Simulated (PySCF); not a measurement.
(3Z)-3,4-difluoropenta-1,3-diene (C₅H₆F₂), SMILES C(=C(\C)F)(/F)C=C.

Coordinates come from a ωB97X-D3(BJ)/def2-SVP optimisation. One conformer was computed; it need not be the lowest.

Two levels are set side by side: PBE/def2-TZVP (PySCF) and PBE0/def2-TZVP (PySCF). Same geometry, gas phase. Differences are taken from unrounded values.

```
quantity                      PBE0    PBE  PBE minus PBE0
---------------------------  -----  -----  --------------
orbital gap (eV)              5.70   3.73           -1.97
highest occupied level (eV)  -6.58  -5.49            1.09
lowest empty level (eV)      -0.88  -1.76           -0.88
dipole moment (D)             2.72   2.50           -0.22
mean polarisability (bohr³)   67.4   69.5             2.1
```

PBE's occupied levels lie high since its potential decays too fast outside the molecule; exact exchange lowers them and widens the gap. Loosely held outer electrons make PBE densities more polarisable. Differences between two approximate levels are no errors against the true value.

Rough cost on one machine, each run with all the roots and properties that it gave: PBE0 against PBE within a factor of 2.
